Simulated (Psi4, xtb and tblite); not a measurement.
Two geometries of Si(H)2(NEt2)2, SMILES CCN(CC)[SiH2]N(CC)CC (C₈H₂₂N₂Si), relaxed at GFN2-xTB with one dihedral held; other torsions can differ between them too.

Structure A

```
33

Si    -0.0884     0.3540    -0.7669
N      1.2863     0.4880     0.2569
C      1.8034    -0.6626     0.9673
C      1.7940    -0.4799     2.4860
C      2.2369     1.5547     0.0582
C      3.1432     1.3397    -1.1544
N     -1.3704    -0.3426     0.1407
C     -1.7764     0.2314     1.4006
C     -2.9069     1.2580     1.3118
C     -2.3212    -1.2212    -0.4979
C     -3.1871    -0.5584    -1.5696
H     -0.3318     1.7192    -1.2584
H      0.0982    -0.5574    -1.9078
H      1.1837    -1.5256     0.7175
H      2.8273    -0.8796     0.6375
H      2.3655     0.3990     2.7759
H      2.2356    -1.3507     2.9650
H      0.7760    -0.3630     2.8452
H      1.6813     2.4849    -0.0789
H      2.8524     1.6600     0.9569
H      2.5382     1.2819    -2.0551
H      3.7024     0.4124    -1.0562
H      3.8490     2.1613    -1.2496
H     -2.0797    -0.5776     2.0799
H     -0.8986     0.7225     1.8228
H     -3.0415     1.7409     2.2773
H     -2.6596     2.0150     0.5719
H     -3.8461     0.7858     1.0345
H     -2.9637    -1.6578     0.2736
H     -1.7648    -2.0375    -0.9702
H     -3.8672    -1.2898    -2.0009
H     -2.5524    -0.1592    -2.3556
H     -3.7706     0.2578    -1.1555
```

Structure B

```
33

Si    -0.0308     0.2480    -0.8095
N      1.2983     0.4225     0.2629
C      1.6525    -0.6101     1.2063
C      2.8185    -1.4999     0.7726
C      2.2835     1.4523     0.0382
C      3.1154     1.2601    -1.2296
N     -1.3457    -0.3907     0.0949
C     -1.7295     0.1897     1.3593
C     -2.7599     1.3166     1.2678
C     -2.3382    -1.2072    -0.5623
C     -3.1511    -0.4864    -1.6375
H     -0.2413     1.5914    -1.3752
H      0.1763    -0.7174    -1.9023
H      1.9048    -0.1430     2.1698
H      0.7698    -1.2337     1.3522
H      2.6171    -1.9194    -0.2100
H      2.9429    -2.3142     1.4830
H      3.7475    -0.9369     0.7330
H      1.7641     2.4133    -0.0394
H      2.9450     1.5002     0.9090
H      2.4614     1.2622    -2.0968
H      3.6498     0.3154    -1.2079
H      3.8368     2.0684    -1.3278
H     -2.1234    -0.6040     2.0090
H     -0.8235     0.5860     1.8206
H     -2.8803     1.7851     2.2421
H     -2.4227     2.0659     0.5563
H     -3.7283     0.9381     0.9502
H     -3.0144    -1.6123     0.1974
H     -1.8234    -2.0500    -1.0351
H     -3.8732    -1.1710    -2.0774
H     -2.4861    -0.1254    -2.4168
H     -3.6843     0.3637    -1.2234
```

Problem. Which is lower in energy at the level B3LYP-D3(BJ)/def2-SVP // GFN2-xTB run with Psi4 1.11, and by how much?

Solution. A is lower, by 0.69 kcal/mol (dihedral Si1–N2–C3–C4: -120° in A, 100° in B).

E(B) − E(A) in kcal/mol at the other levels, on the same two geometries: GFN2-xTB (xtb and tblite) -0.53; B3LYP/def2-SVP // GFN2-xTB (Psi4) 0.98; PBE/def2-SVP // GFN2-xTB (Psi4) 0.91; PBE-D3(BJ)/def2-SVP // GFN2-xTB (Psi4) 0.77.
